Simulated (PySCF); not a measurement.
Compound: C₂HF₂O₃ (charge -1).
Bonds: O1–C2 (double), C2–O3, C2–O4, O4–C5, C5–F6, C5–F7. Hydrogens: H8 on C5.

Computed geometry: GFN2-xTB, gas phase.

Problem. Give the optimised bond lengths and angles.

Solution. 
```tsv
bond	length (Å)	order
O1=C2, C2–O3	1.191	double/single
C2–O4	1.670	single
O4–C5	1.282	single
C5–F6, C5–F7	1.395	single
C5–H8	1.110	single
```

Bonds in one row agree within 0.01 Å and their mean is given. Orders are formal, as drawn. A selection of angles:
```tsv
angle	degrees
O1–C2–O3	141.3
O1–C2–O4	110.8
O3–C2–O4	108.0
C2–O4–C5	115.7
O4–C5–F6	113.4
O4–C5–H8	115.5
F6–C5–F7	101.3
F6–C5–H8	105.9
```

Torsions: O1–C2–O4–C5 0° (synperiplanar); C2–O4–C5–F6 -123° (anticlinal).

Of the pairs four or more bonds apart, O1···H8 is among the closest relative to their van der Waals radii: 2.16 Å, 79 % of the sum of Bondi's values. The 4 C–O bonds span 1.188 Å (C2–O3, drawn single in a drawing that doesn't fit all lengths) to 1.670 Å (C2–O4, drawn single in a drawing that doesn't fit all lengths), a spread of 0.482 Å. O4 (oxygen singly bound to a carbonyl carbon) is bent (angle 115.7°). C2 (carbonate carbon) is planar (angles 141.3°, 110.8° and 108.0°, sum 360.0°, 0.00 Å off the plane of its three neighbours).

Point group: Cs (every atom within 0.08 Å of its image). No GFN2-xTB frequencies stand behind this structure, so it isn't proved a minimum.

One conformer stands for the species.
